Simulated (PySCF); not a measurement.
# A thermochemical cycle for GeSe

r²SCAN in PySCF with def2-TZVPPD on every atom, for the lowest determinant that a PBE0 search found; no spin–orbit coupling. GeSe, a singlet (closed shell), has De = 5.31 eV to neutral atoms, and GeSe⁺, a doublet (π ↑), has De = 3.72 eV to Ge⁺ + Se.

At the same level the Ge atom ionises at 8.08 eV.

Problem. What is the adiabatic ionisation energy of the molecule, and does ionisation strengthen or weaken the bond?

Solution. IE = IE(Ge) + De(neutral) − De(ion) = 8.08 + 5.31 − 3.72 = 9.67 eV. De changes by -1.59 eV, so ionisation weakens the bond.

Spin–orbit coupling is left out. For an ion De counts to the pair picked by the measured ionisation energies or electron affinities, which need not be the lowest pair at this level. States were picked by a PBE0 search and need not be the measured ground states.
